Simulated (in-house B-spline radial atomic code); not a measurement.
## Ionising Cd⁴⁺ with different functionals

Computed with an all-electron radial atomic-structure program (B-spline basis): four-component Dirac-Coulomb Hamiltonian, Fermi nucleus of rms radius 4.6087 fm, spin-restricted, spherical fractional occupations for the functionals, and exact exchange of hybrids averaged over the configuration. The ionisation energy is the difference of two self-consistent energies, [Kr] 4d8 → [Kr] 4d7, without Breit or QED terms; ε is the level of the shell that loses the electron (mean over j). The electron is taken from both j subshells in proportion to 2j + 1, so the result is a j average, not the step between ground levels.

```csv
method,rung,ΔSCF (eV),-ε(4d) (eV)
HSE06,range-separated hybrid,71.26,64.59
CAM-B3LYP,range-separated hybrid,71.26,66.50
LC-wPBE,range-separated hybrid,?,?
wB97X,range-separated hybrid,?,?
```

(1) What does LC-wPBE give?

(2) What does wB97X give?

(3) Among the functionals, which spreads more, the ΔSCF values or the orbital energies?

(4) How do they compare with the NIST value?

Answers

(1) ΔSCF 71.27 eV, and -ε(4d) = 67.74 eV.

(2) ΔSCF 71.05 eV, and -ε(4d) = 67.41 eV.

(3) The orbital energies: ΔSCF values span about 0.22 eV and the orbital energies 3.15 eV; here energy differences depend much less on the functional than eigenvalues do.

(4) NIST lists 68 eV ± 1.9 (tabulated theory, ground level to ground level). Errors run from +3.15 to +3.37 eV; all lie within about twice that uncertainty, so the table can't rank the methods.
